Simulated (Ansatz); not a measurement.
Sn17AsH28⁻, relaxed as a singlet with RKS PBE-D4/def2-SVP in Ansatz, starting from a model built from a lattice or polyhedron. Force threshold 0.03 eV/Å.

In the def2 sets Sn takes a core potential; there is no spin–orbit coupling. Single mean-field runs in def2-SVP are fitted with def2-universal-jkfit.

Start:

```xyz
46

Sn    2.717    2.191   -3.381
Sn   -1.351    0.469   -4.633
Sn    4.858    0.595    0.343
As    0.789   -1.135   -0.872
Sn    2.935   -2.716    2.853
Sn    1.136    1.506    2.880
Sn   -1.138   -4.446    1.624
Sn   -1.019    3.092   -0.876
Sn   -2.899   -0.224    1.609
Sn   -3.281   -2.852   -2.109
Sn    4.378    2.876   -1.171
Sn    0.277    1.149   -2.407
Sn   -3.752   -0.577   -3.664
Sn    0.660    3.790    1.319
Sn   -1.628   -2.165    0.077
Sn    0.495   -3.749    3.814
Sn   -1.313    0.469    3.825
Sn   -3.436    2.077    0.071
H     2.434    3.569   -4.324
H     3.542    1.000   -4.338
H    -0.547   -0.705   -5.567
H    -1.641    1.876   -5.580
H     5.655   -0.565   -0.600
H     5.852    1.029    1.687
H     1.577   -2.313   -1.848
H     3.729   -3.893    1.921
H     3.932   -2.314    4.192
H     2.167    1.932    4.214
H    -0.362   -5.622    0.688
H    -2.643   -5.082    2.213
H    -1.307    4.498   -1.808
H    -4.427   -0.815    2.224
H    -2.479   -4.018   -3.059
H    -4.766   -3.499   -1.517
H     5.844    3.500   -1.794
H     3.596    4.083   -0.234
H    -4.779   -0.982   -4.966
H    -4.570    0.609   -2.702
H     2.134    4.430    0.733
H    -0.143    4.959    2.279
H    -0.271   -2.546    4.804
H     0.766   -5.127    4.770
H    -0.992   -0.912    4.757
H    -2.086    1.648    4.772
H    -4.435    1.647   -1.255
H    -4.211    3.265    1.035
```

```tsv
step	energy (eV)	largest force component (eV/Å)	SCF passes
1	-160419.9758	1.682	41
2	-160421.2981	0.830	31
3	-160421.9040	0.503	25
4	-160422.4211	0.357	24
5	-160422.8754	0.336	22
6	-160423.2564	0.321	21
7	-160423.5652	0.266	21
8	-160423.7572	0.136	20
9	-160423.8372	0.162	20
10	-160423.8746	0.150	20
11	-160423.8991	0.090	19
15	-160423.9284	0.078	20
19	-160423.9798	0.099	21
23	-160424.0289	0.206	22
27	-160424.0557	0.039	20
31	-160424.0699	0.056	19
35	-160424.0778	0.050	22
39	-160424.0862	0.088	19
43	-160424.0944	0.047	19
47 (rejected)	-160424.0942	0.259	19
51	-160424.1031	0.033	19
55	-160424.1120	0.049	20
59	-160424.1254	0.055	16
63	-160424.1295	0.027	15
```

Force components are those of the run's own axes.

End:

```xyz
46

Sn    2.2312    2.4859   -3.2115
Sn   -1.6890    0.7411   -4.6355
Sn    3.8376    0.0805    0.7594
As    0.7169   -0.4474   -1.0176
Sn    2.5802   -1.9132    4.2936
Sn    2.0676    0.5873    2.8915
Sn   -0.1322   -4.1398    1.0882
Sn   -1.2640    3.5160   -0.4042
Sn   -2.6307   -0.2059    1.6199
Sn   -3.0313   -2.8536   -2.2484
Sn    4.2531    1.9477   -1.3166
Sn   -0.3249    1.6363   -2.3244
Sn   -3.9403   -0.8012   -3.9461
Sn    1.1641    3.5598    1.1926
Sn   -1.3297   -1.9151   -0.1947
Sn    0.4679   -3.7355    3.8163
Sn   -0.6929    0.7128    3.4573
Sn   -3.6116    2.1000    0.3259
H     2.3347    4.1762   -3.6251
H     2.7179    1.6370   -4.6639
H    -0.6717   -0.2853   -5.6140
H    -2.1711    2.0484   -5.6883
H     3.6448   -1.5520    0.1903
H     5.3574    0.0413    1.6522
H     0.9728   -1.2989   -2.2804
H     3.9964   -2.8390    3.8393
H     2.6727   -1.8713    6.0450
H     2.8517    1.7221    3.9658
H     1.2910   -4.5717    0.1768
H    -1.2141   -5.5000    0.8932
H    -1.8814    4.7737   -1.4752
H    -3.8053   -1.1160    2.5400
H    -2.1477   -3.9977   -3.2251
H    -4.3597   -3.7620   -1.5722
H     5.6572    1.3126   -2.1555
H     4.8166    3.4058   -0.5555
H    -4.7701   -1.4691   -5.3315
H    -5.1133    0.1643   -3.1030
H     1.9216    4.2518   -0.2938
H     0.7753    5.1623    1.8924
H    -1.0375   -3.1901    4.5055
H     0.7031   -5.3334    4.4873
H    -0.8671   -0.1421    4.9764
H    -1.0245    2.3877    3.8149
H    -4.6388    1.5827   -0.9886
H    -4.6829    2.9071    1.4476
```

Bonds lost: Sn6–Sn14 (atoms count from 1). Bonds formed: Sn3–Sn6, Sn5–Sn6 (atoms count from 1).

The force fell under the threshold at step 50, but the optimiser went on and released 0.029 eV more. No frequencies were taken in this run, so the end may be a saddle point.

It took 6.5 min on 4 threads of AMD EPYC 7R13 on a shared host and a share (37 GiB) of an NVIDIA H100 80GB HBM3, peak host memory 1.4 GiB.
